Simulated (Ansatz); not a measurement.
```yaml
crystal:
  periodic: [false, false, false]
  atoms:
    - {symbol: B, position_ang: [-1.265018, -0.414850, 0.169868]}
    - {symbol: C, position_ang: [-0.035445, -0.771170, 0.963857]}
    - {symbol: O, position_ang: [1.156754, -0.437071, 0.675377]}
    - {symbol: C, position_ang: [1.330781, 0.402912, -0.488869]}
    - {symbol: Ga, position_ang: [-0.580449, 0.692574, -1.344063]}
    - {symbol: H, position_ang: [-2.319359, -1.017671, 0.649605]}
    - {symbol: H, position_ang: [-0.756104, 0.052234, 1.244524]}
    - {symbol: H, position_ang: [0.056505, -1.582842, 1.833997]}
    - {symbol: H, position_ang: [1.983427, -0.084943, -1.211392]}
    - {symbol: H, position_ang: [1.929405, 1.307194, -0.350391]}
    - {symbol: H, position_ang: [-0.801482, 1.546597, -2.566689]}
basis:
  gaussian: {orbitals: def2-TZVP}
hamiltonian: {xc: {name: CAM-B3LYP}}
scf: {lower_state_search: light}
relax: {f_tol: 0.001, max_steps: 1}
```

```sh
$ ansatz run in.yaml --threads 4 --pin off --events-out ev --progress --plain --max-ram 10444MiB
```

It prints (some lines left out):

```
Functional definition: CAM-B3LYP
1347 factors; their error is unknown
427 factors; integrals over basis functions are off by at most 1.1e-6 eV
mean field evaluation 1: about -57265.8526 eV, gradient 5.6e1 eV
mean field evaluation 2: about -57262.7106 eV, gradient 7.0e1 eV
mean field evaluation 4: about -57272.3542 eV, gradient 4.4e0 eV
mean field evaluation 8: about -57272.3929 eV, gradient 7.7e-2 eV
mean field evaluation 16: about -57272.5244 eV, gradient 4.1e-4 eV
mean field -57272.52442284 eV, -2104.7264518281 hartree, gradient 8.6e-5 eV, S^2 0.000000; 0 other end points of the search recorded, 0 dependent functions left out
reference -57272.52456220 eV, -2104.7264569493 hartree; 31, 31 occupied and 177, 177 virtual orbitals, 1347 factors
relax step   1: F+E_penalty+E_count = -57272.52442284 eV  Δ(F+E_penalty+E_count) = +0.000e0 eV  max|allowed force component| = 5.426e0 eV/Å  Δτ_max = 0.0000 Å  (30 SCF iters, accepted)
Error: geometry relaxation did not converge after 1 steps: max|allowed force component| = 5.43e0 eV/Å (threshold 1.0e-3). Raise `relax.max_steps` over both its present limit and 1, loosen `relax.f_tol`, or start from a geometry closer to equilibrium. Where this run's directory can be resumed (`checkpoint.write`), a resume goes on for up to `relax.max_steps` more
```

In this input the relaxation is allowed too few steps for its threshold. The calculation stopped without meeting its thresholds.
